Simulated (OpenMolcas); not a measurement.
## Levels of Nb²⁺ by method

* Program: OpenMolcas 26.06
* Basis: ANO-RCC-VQZP [8s7p5d3f2g1h]
* Scalar Hamiltonian: DKH2, point nucleus
* Active space: 9 electrons in 8 orbitals (RAS1 4p, at most 2 holes; RAS2 4d)
* State averaging: 2S+1 = 4 even, 10 roots; 2S+1 = 2 even, 40 roots
* Spin-orbit coupling: RASSI with atomic mean-field integrals over the reference wave functions, term energies averaged over their components

Methods on the same reference wave functions:
A. RASSCF
B. SS-RASPT2, IPEA 0.25 Eh, imaginary shift 0.1 Eh (closed shells correlated: 4s)
C. MS-RASPT2, IPEA 0.25 Eh, imaginary shift 0.1 Eh (closed shells correlated: 4s)

Energies in cm⁻¹ above 4d³ ⁴F_3/2, the measured ground level; measured values from the list in Shadmi, J. Res. Natl. Bur. Stand. 70A, 435 (1966).

```json
{"Level": "4d³ ⁴F_3/2", "A": "0.0", "B": "0.0", "C": "0.0", "Measured": "0.0"}
{"Level": "4d³ ⁴F_5/2", "A": "536", "B": "548", "C": "548", "Measured": "516"}
{"Level": "4d³ ⁴F_7/2", "A": "1234", "B": "1247", "C": "1247", "Measured": "1177"}
{"Level": "4d³ ⁴F_9/2", "A": "2055", "B": "2050", "C": "2050", "Measured": "1939"}
{"Level": "4d³ ⁴P_1/2 [69 %]", "A": "10793", "B": "8770", "C": "8770", "Measured": "8664"}
{"Level": "4d³ ⁴P_3/2 [59 %]", "A": "10868", "B": "8600", "C": "8600", "Measured": "8608"}
{"Level": "4d³ ⁴P_5/2", "A": "11657", "B": "9960", "C": "9960", "Measured": "9594"}
{"Level": "4d³ ²G_7/2", "A": "12304", "B": "9420", "C": "9420", "Measured": "9236"}
{"Level": "4d³ ²G_9/2", "A": "12926", "B": "9990", "C": "9990", "Measured": "9804"}
{"Level": "4d³ ²P_1/2 [69 %]", "A": "14718", "B": "10320", "C": "10320", "Measured": ""}
{"Level": "4d³ ²D_5/2(1)", "A": "16670", "B": "13850", "C": "13840", "Measured": "13094"}
{"Level": "4d³ ²D_3/2(1) [58 %]", "A": "16721", "B": "13420", "C": "13420", "Measured": ""}
{"Level": "4d³ ²H_9/2", "A": "16912", "B": "13100", "C": "13100", "Measured": "12916"}
{"Level": "4d³ ²H_11/2", "A": "17312", "B": "13430", "C": "13430", "Measured": "13264"}
{"Level": "4d³ ²F_7/2", "A": "26308", "B": "20730", "C": "20730", "Measured": "19861"}
{"Level": "4d³ ²F_5/2", "A": "26571", "B": "20980", "C": "20980", "Measured": "19975"}
{"Level": "4d³ ²D_5/2(2)", "A": "39153", "B": "32580", "C": "32580", "Measured": ""}
{"Level": "4d³ ²D_3/2(2)", "A": "39501", "B": "32920", "C": "32910", "Measured": ""}
```

Deviations, from unrounded energies. A percentage is the sum of absolute deviations over the sum of measured energies, with the sign that they share, or ± where signs differ.

```json
{"Against measurement": "mean absolute deviation (cm-1)", "Levels": "13", "A": "2900", "B": "310", "C": "310"}
{"Against measurement": "fine structure of the ground term (%)", "Levels": "3", "A": "+5.3", "B": "+5.9", "C": "+5.9"}
{"Against measurement": "other terms of the ground configuration (%)", "Levels": "10", "A": "+29.8", "B": "±3.1", "C": "±3.1"}
```

B, C lie about equally close to measurement and A furthest from it. The largest miss of C in the table is 4d³ ²F_5/2, by +1000 cm-1. The ranking rests on the paired levels alone, and a cruder setting can come out closer through cancelling errors.

Between B and C the level of the table that moves most is 4d³ ²D_5/2(1), by 5.6 cm-1 (lowest in C, highest in B). Moves below CASPT2's spread within the term are not significant.

The two smallest mean deviations differ by little beside CASPT2's spread within terms, so their order carries little weight.

From A to B the spin-free energies of the other terms of 4d³ shown, above ⁴F, scale by factors of 0.65 to 0.83.

The lowest spin-free term lies below A's lowest term by 0.282 hartree in B, 0.282 hartree in C.

CASPT2 does not keep the components of a term degenerate, so their means are used; among the terms shown or strongly mixed into the levels shown the widest spread is 1900 cm-1 (4d³ ⁴F, C). Active for correlation alone: 4p; no level in the range computed is led by a configuration that opens it, so any true level of that kind is missing. The CASPT2 spread within a term exceeds the gap to the next term for 4d³ ⁴P and 4d³ ²G, so the order of their levels is uncertain (figures for B; the like holds for C). Without dynamic correlation excited terms often stand tens of per cent too high (terms of higher spin than the ground term too low), and those without a measured partner can miss by more than the paired ones (holds for A). Measured partners are found by configuration, term and J. A level has none where our copy of the source lacks it or the pairing is in doubt (some pairs that miss far off the trend of their configuration count as doubtful), and it then counts in no deviation. Only configurations of the active space appear. Levels that lie high or do not pair safely by name in every column are left out.

A share in square brackets marks a mixed level and gives the weight of the term that names it, the lowest over the columns. A number in round brackets counts repeated terms of one configuration in the order of the reference energies.
